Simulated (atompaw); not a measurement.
# Pb: one change to a PAW (atompaw) potential, before and after

* Element: lead (Pb)
* Generator: atompaw 4.2.0.5
* Type: PAW
* Functional: LDA (PW92)
* Relativity: scalar-relativistic
* Frozen core: [Xe] 4f14 5d10
* Valence charge: 4
* Reference configuration: 6s1 6p0 (charge +3)
* Partial waves: 6s (bound): rc 2.25 bohr; 6s channel at -0.15 Ry: rc 2.25 bohr; 6p (bound, empty): rc 2.25 bohr; 6p channel at -0.65 Ry: rc 2.25 bohr
* Local potential: bessel scheme, radius 1.55 bohr
* Core correction: smooth core density matched at 1.65 bohr
* Augmentation charge: sinc compensation charge, radius 2.20 bohr; PAW radius 2.25 bohr; waves and projectors: custom rrkj gramschmidtortho

All-electron outer shells of the reference configuration (LDA (PW92), scalar-relativistic, ld1.x):

| shell | level (eV) | outermost node (bohr) | outermost maximum (bohr) |
| --- | --- | --- | --- |
| 6s | -37.98 | 1.01 | 1.88 |
| 6p | -26.42 | 1.17 | 2.30 |

Change: wave 6s (bound): rc 2.25 bohr becomes 6s (bound): rc 2.02 bohr.

Cutoffs: the cutoffs (Ry, on a coarse ladder) from which the occupation-weighted sum of valence levels, in a spherical-Bessel basis at the reference potential, stays within 10 and 1 mRy of its value at 400 Ry; they do not see the model core or the augmentation charge, which bear on the density cutoff.

**Question.** What does the change do?

**Answer.** The potential gets harder (6 Ry and 6 Ry → 6 Ry and 15 Ry); a bound ghost appears in s, which as a rule spoils a file.

| quantity | base | changed |
| --- | --- | --- |
| cutoff, loose | 6 Ry | 6 Ry |
| cutoff, tight | 6 Ry | 15 Ry |
| bound ghosts | none | s |
| s: phases at 2.26 bohr within 0.05 rad from the reference energy up to (Ry; the scan ends near 5) | n/a | to the end of the scan |
| p: phases at 2.26 bohr within 0.05 rad from the reference energy up to (Ry; the scan ends near 5) | 2.6 | 2.6 |
| lowest overlap eigenvalue by channel | s 0.42, p 0.51 | s 0.03, p 0.51 |

 A true bound ghost makes a file unfit for plane-wave use even where its test errors are small: the radial tests pick states by their node count and pass the ghost by. The cutoffs see the waves, projectors and local potential, not the compensation charge or the core.
